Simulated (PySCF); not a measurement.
Species: C8H17N.
Structure used (PBE0-D3(BJ)/def2-SVP), in Å, numbered top down from 1:
```xyz
26
C8H17N angstrom
C      2.1666   -0.2968   -1.1572
N      1.6273   -0.3404    0.1772
C      2.4630    0.3504    1.1218
C      0.2080   -0.0412    0.3057
C     -0.6651   -1.1447   -0.2909
C     -2.1457   -0.8914   -0.0259
C     -2.5805    0.4764   -0.5417
C     -1.7090    1.5870    0.0351
C     -0.2290    1.3295   -0.2306
H      3.1606   -0.7729   -1.1706
H      1.5287   -0.8580   -1.8546
H      2.2915    0.7313   -1.5651
H      2.0677    0.2237    2.1416
H      3.4797   -0.0751    1.1034
H      2.5653    1.4434    0.9323
H      0.0073   -0.0403    1.3937
H     -0.5037   -1.1963   -1.3822
H     -0.3426   -2.1133    0.1220
H     -2.3345   -0.9443    1.0617
H     -2.7556   -1.6875   -0.4826
H     -3.6418    0.6578   -0.3063
H     -2.5005    0.4900   -1.6440
H     -2.0078    2.5649   -0.3763
H     -1.8765    1.6481    1.1259
H      0.3857    2.1270    0.2181
H     -0.0453    1.3663   -1.3192
```

Computed with delta-SCF UKS SCAN, pcX-2 on the ionised atom, pcseg-1 elsewhere, spin-free X2C in PySCF 2.14.0. These are vertical core ionisation energies against the vacuum level, from separate self-consistent calculations with and without the core hole.

Some binding energies are withheld.

```json
{"atom(s)": "C1/C3", "bonded to": "N and 3 H", "level": "C 1s", "binding energy (eV)": "?"}
{"atom(s)": "C4", "bonded to": "N, 2 C and H", "level": "C 1s", "binding energy (eV)": "?"}
{"atom(s)": "C5/C9", "bonded to": "2 C and 2 H", "level": "C 1s", "binding energy (eV)": "?"}
{"atom(s)": "C6/C8", "bonded to": "2 C and 2 H", "level": "C 1s", "binding energy (eV)": "290.27"}
{"atom(s)": "C7", "bonded to": "2 C and 2 H", "level": "C 1s", "binding energy (eV)": "290.27"}
{"atom(s)": "N2", "bonded to": "3 C", "level": "N 1s", "binding energy (eV)": "404.25"}
```

(1) Fill in C 1s for C5/C9.

(2) What is the C 1s binding energy of C4?

(3) What is the C 1s binding energy of C1/C3?

Results:

(1) 290.05 eV (ring CH2 carbon). The nearest listed C 1s value is that of C7; the shift against it is -0.22 eV.

(2) 290.81 eV (sp3 carbon bound to nitrogen). The nearest listed C 1s value is that of C6/C8; the shift against it is +0.54 eV.

(3) 291.03 eV (N-methyl carbon). The nearest listed C 1s value is that of C6/C8; the shift against it is +0.76 eV.

Lowest listed C 1s: C5/C9, bonded to 2 C and 2 H. Highest, 0.98 eV above it: C1/C3, bonded to N and 3 H. The widest gap between neighbouring values is 0.54 eV, between 290.27 and 290.81 eV. Summing the Pauling electronegativity differences to the bonded atoms, each weighted by its formal bond order, gives -0.70 for the lowest site and -0.56 for the highest; the largest sum, +0.14, belongs to C4, 0.22 eV below the top. The values 290.27 and 290.27 eV lie too close for their order to be trusted.

Task: Give the binding energy of C 1s of C4 in hartree and in kJ/mol.

Result: 290.81 eV = 10.6871 Eh = 28059 kJ/mol.

Topologically equivalent atoms share the value of their first member; where this conformer doesn't relate them by symmetry, their own values could differ. One conformer (not necessarily the lowest) at the PBE0-D3(BJ)/def2-SVP geometry, without solvent, vibrations or thermal averaging.
